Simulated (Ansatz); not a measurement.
Isolated molecules relaxed with PBE0-D4/def2-TZVP in Ansatz; ΔE leaves out vibrations. CCSD(T)/CBS is the MP2 limit (def2-TZVPP, def2-QZVPP) plus CCSD(T) − MP2 in def2-TZVPP, frozen cores. DFT in def2-TZVPP. B3LYP here is the variant with VWN-RPA as its local correlation; programs differ in this. One conformer a species, not always the lowest.

`N#Cc1cccc(C#N)c1` + `C[SiH](N)N` → `C[SiH](N)NC#N` + `N#Cc1ccccc1`  (substitution at a C–C bond)

`N#Cc1cccc(C#N)c1`:

Cartesian coordinates in Å:
```
N -3.499 1.524 -0.192
C -2.473 1.003 -0.167
C -1.203 0.352 -0.140
C -1.069 -0.934 -0.665
C 0.163 -1.563 -0.638
C 1.263 -0.924 -0.093
C 1.128 0.362 0.431
C 2.262 1.022 0.994
N 3.179 1.551 1.446
C -0.105 1.005 0.410
H -1.934 -1.428 -1.089
H 0.267 -2.561 -1.045
H 2.229 -1.411 -0.068
H -0.208 2.002 0.817
```

`C[SiH](N)N`:

Cartesian coordinates in Å:
```
C 1.049 1.152 0.259
Si 0.128 -0.432 -0.100
N -0.870 -0.463 -1.494
N -0.901 -0.692 1.250
H 0.358 1.988 0.398
H 1.720 1.399 -0.568
H 1.660 1.063 1.163
H 1.138 -1.500 -0.379
H -1.652 0.162 -1.600
H -0.508 -0.772 -2.380
H -0.616 -0.410 2.173
H -1.506 -1.496 1.279
```

`C[SiH](N)NC#N`:

Cartesian coordinates in Å:
```
C 0.400 -0.304 -1.501
Si 0.509 -0.189 0.344
N 1.288 1.167 1.020
N -1.160 -0.114 0.907
C -2.210 -0.591 0.250
N -3.105 -1.005 -0.355
H 1.400 -0.410 -1.928
H -0.064 0.590 -1.926
H -0.198 -1.166 -1.808
H 1.212 -1.361 0.927
H 2.175 1.075 1.485
H 1.102 2.114 0.736
H -1.351 0.194 1.849
```

`N#Cc1ccccc1`:

Cartesian coordinates in Å:
```
N -1.907 -1.459 2.724
C -1.302 -0.996 1.860
C -0.553 -0.423 0.790
C -1.163 -0.203 -0.445
C -0.431 0.353 -1.479
C 0.902 0.690 -1.288
C 1.508 0.470 -0.059
C 0.786 -0.085 0.983
H -2.203 -0.470 -0.582
H -0.903 0.525 -2.439
H 1.471 1.125 -2.101
H 2.548 0.734 0.089
H 1.248 -0.261 1.946
```

```csv
level,ΔE (kcal/mol)
PBE-D4,2.2
B3LYP-D4,2.4
ωB97M-V,2.7
HF/def2-TZVPP,1.6
MP2/def2-TZVPP,5.1
CCSD(T)/def2-TZVPP,4.3
MP2/CBS(def2),5.3
CCSD/CBS(def2),4.0
```

(1) What does CCSD(T)/CBS give? (An estimate is asked.)

Largest T1 diagnostic among the species: 0.013.

Answers

(1) Computed: +4.5 kcal/mol. The listed levels differ from it by -2.3, -2.1, -1.8, -2.9, 0.6, -0.2, 0.8, -0.5 kcal/mol.

In def2-TZVPP, CCSD(T) changes the Hartree–Fock value by +2.7 kcal/mol (the triples alone add +0.5 kcal/mol) and MP2 by +3.5 kcal/mol.

CCSD(T)/CBS has its own doubt, a few kJ/mol and more with outer-core shells, so smaller differences from it don't rank the levels.
